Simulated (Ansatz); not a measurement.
**Worked example: KBr + SnH3(NH2) → KNH2 + SnH3Br**

Species: KBr, singlet; SnH3(NH2), singlet; KNH2 `[NH2][K]`, singlet; SnH3Br `[Br][SnH3]`, singlet. The partners trade Br for NH2: K–Br and Sn–NH2 bonds give way to K–NH2 and Sn–Br.

Shapes, held fixed at every level: PBE0-D4/def2-TZVP. Programs: Ansatz 0.2.0. The zero-point and thermal change to 298 K, harmonic and unscaled (PBE0-D4/def2-TZVP), is -6.5 kJ/mol.

At CCSD(T)/def2-TZVPP; 1 Eh = 2625.50 kJ/mol:

| species | energy (Eh) |
| --- | --- |
| KBr | -3172.127845 |
| SnH3(NH2) | -271.311971 |
| KNH2 | -655.194821 |
| SnH3Br | -2788.186363 |

Question: Work out ΔH(298 K) of the reaction at this level.

Answer: 
1. Products less reactants: (-655.194821) + (-2788.186363) − [(-3172.127845) + (-271.311971)] = 0.058632 Eh = +153.9 kJ/mol.
2. With the thermal change: +153.9 + (-6.5) = +147.4 kJ/mol.

Other levels give +141.3 (PBE0-D4/def2-TZVPP) to +168.9 kJ/mol (HF/def2-TZVPP). No measured value is set beside it here. For atoms past krypton def2 sets carry core potentials with scalar relativity. Relativity is left out for Br. Outer-core shells of Br, K, Sn are correlated in most correlated rows, in sets that cover them unevenly.
